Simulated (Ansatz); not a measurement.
Pulling on the Se3–H4 bond in FHSeTe (SMILES F[Te][SeH]) (multiplicity 1 held, fragments rigid). Energies count from the point at 1.477 Å.
Geometry at that point (charge 0, multiplicity 1):
```tsv
atom	x (Å)	y (Å)	z (Å)
Te	0.4218	0.2981	0.7323
F	1.5858	1.3313	-0.4238
Se	-1.0581	-0.7511	-0.9716
H	-0.2320	-1.9480	-1.2318
```

Unrestricted levels (U-) break spin symmetry where that is lower. Active spaces are followed from a long bond inwards. Levels need not reach the same state.

Frozen-core correlation. Filled d and f shells under p-block atoms count as core.

Programs: Ansatz (a program for electronic structure). Each number belongs to the level named beside it. In def2 rows elements past Kr take small-core potentials, without spin–orbit coupling.

Energies in kcal/mol.

| R (Å) | U-MP2/def2-SVP | U-SCS-MP2/def2-SVP | U-CCSD/def2-SVP | CASSCF(4,3)/def2-SVP | FIC-MRCISD+Q on CASSCF(4,3)/def2-SVP |
|---|---|---|---|---|---|
| 1.182 | 34.9 | 35.2 | 35.4 | 37.3 | 35.6 |
| 1.330 | 6.1 | 6.3 | 6.4 | 7.5 | 6.6 |
| 1.477 | 0.0 | 0.0 | 0.0 | 0.0 | 0.0 |
| 1.625 | 5.1 | 5.0 | 4.6 | 3.5 | 4.4 |
| 1.773 | 15.4 | 15.0 | 14.1 | 11.9 | 13.6 |
| 1.995 | 39.7 | 40.1 | 31.1 | 26.8 | 29.3 |
| 2.216 | 55.4 | 56.7 | 46.7 | 40.1 | 43.0 |
| 2.586 | 63.6 | 65.3 | 61.0 | 54.9 | 57.7 |
| 2.955 | 65.4 | 67.2 | 64.3 | 61.8 | 64.2 |
| 3.398 | 65.9 | 67.7 | 65.0 | 64.6 | 66.8 |
| 3.989 | 66.0 | 67.8 | 65.1 | 65.5 | 67.6 |
| 4.728 | 66.0 | 67.9 | 65.2 | 65.7 | 67.8 |

Doubts at one or more of the structures used: a spin-contaminated determinant (U-MP2/def2-SVP, U-SCS-MP2/def2-SVP, U-CCSD/def2-SVP); T1 above 0.05 (U-CCSD/def2-SVP); active orbitals that take no part (CASSCF(4,3)/def2-SVP, FIC-MRCISD+Q on CASSCF(4,3)/def2-SVP).
